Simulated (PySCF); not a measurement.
Levels of Nd⁴⁷⁺ from EOM-EA-GCCSD

Reference: closed-shell Nd⁴⁸⁺, [Ne] 3s2; one electron is added. Calculated with PySCF 2.14, two-component X2C-1e with screened spin-orbit coupling, an uncontracted even-tempered set (18 s from 4.2 bohr⁻², ratio 2.6; 14 p from 5.5 bohr⁻², ratio 2.6; 6 d from 5.6 bohr⁻², ratio 2.8; 4 f from 78 bohr⁻², ratio 2.8); frozen 1s2; the 54 highest virtual spinors dropped; of the others 56 kept and the rest restored at second order. No Breit or QED terms. Binding energies in eV.

| level | Koopmans | second order | EOM-CCSD |
| --- | --- | --- | --- |
| 3p1/2 | 3998.7 | 4000.6 | 4000.1 |
| 3p3/2 | 3860.4 | 3862.9 | 3863.0 |
| 3d3/2 | 3688.4 | 3702.0 | 3683.1 |
| 3d5/2 | 3658.0 | near a pole | 3661.3 |

Electric-dipole lines between these computed levels:

```
lower  upper  ΔE (eV)  vacuum wavelength (nm)
3p1/2  3d3/2   316.97                   3.912
3p3/2  3d3/2   179.89                   6.892
3p3/2  3d5/2   201.69                   6.147
```

In EOM-CCSD the overlap with the one-orbital guess is low for 3d3/2 (weight 0.82), 3d5/2 (weight 0.76). That can mean mixing with two-particle, one-hole states, where second order and EOM-CCSD lose accuracy, or only a rotation among the degenerate components of the shell; the terms of those configurations are not listed.

For comparison, the ionisation energy of Nd⁴⁷⁺ is 3997 ± 4 eV (theoretical estimate listed by NIST; NIST Atomic Spectra Database, ionization energies).

Only part of the computed levels is shown.
